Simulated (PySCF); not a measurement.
C₄H₇F.

```xyz
12

C     -1.9543     0.8762    -0.4053
C     -0.7754    -0.0229    -0.7984
C     -0.1555    -0.7198     0.3784
C      1.1039    -0.5741     0.7854
F      1.9816     0.2222     0.1512
H     -2.4053     1.3483    -1.2924
H     -1.6300     1.6759     0.2792
H     -2.7439     0.3008     0.1057
H     -1.1277    -0.7825    -1.5200
H     -0.0054     0.5680    -1.3177
H     -0.7827    -1.3912     0.9741
H      1.5487    -1.0756     1.6496
```
Charge 0, spin multiplicity 1.

Coordinates come from a B3LYP-D3(BJ)/def2-SVP optimisation. The values are those of a single conformer.

Calculation: HF/pcSseg-1 (PySCF). Non-relativistic, no solvent.

Problem. Give the absolute GIAO shielding of each atom: isotropic value and principal components (ppm). (Estimate from the structure and the level; the computed values follow.)

Solution. 
```json
[
 {"atom": "C1", "σ(iso)": "173.8", "σ11": "163.0", "σ22": "169.7", "σ33": "188.7", "span": "25.8"},
 {"atom": "C2", "σ(iso)": "173.6", "σ11": "160.3", "σ22": "176.0", "σ33": "184.4", "span": "24.1"},
 {"atom": "C3", "σ(iso)": "69.8", "σ11": "-52.1", "σ22": "103.9", "σ33": "157.8", "span": "209.9"},
 {"atom": "C4", "σ(iso)": "37.2", "σ11": "-74.6", "σ22": "91.1", "σ33": "95.0", "span": "169.6"},
 {"atom": "F5", "σ(iso)": "353.6", "σ11": "277.5", "σ22": "338.3", "σ33": "444.9", "span": "167.4"},
 {"atom": "H6", "σ(iso)": "30.4", "σ11": "26.0", "σ22": "27.5", "σ33": "37.8", "span": "11.8"},
 {"atom": "H7", "σ(iso)": "30.7", "σ11": "26.4", "σ22": "29.0", "σ33": "36.6", "span": "10.2"},
 {"atom": "H8", "σ(iso)": "30.6", "σ11": "26.5", "σ22": "28.6", "σ33": "36.8", "span": "10.3"},
 {"atom": "H9", "σ(iso)": "30.1", "σ11": "25.1", "σ22": "28.2", "σ33": "37.0", "span": "11.8"},
 {"atom": "H10", "σ(iso)": "29.1", "σ11": "24.2", "σ22": "28.9", "σ33": "34.3", "span": "10.1"},
 {"atom": "H11", "σ(iso)": "26.9", "σ11": "24.9", "σ22": "26.7", "σ33": "29.0", "span": "4.1"},
 {"atom": "H12", "σ(iso)": "25.1", "σ11": "22.0", "σ22": "25.2", "σ33": "28.1", "span": "6.1"}
]
```
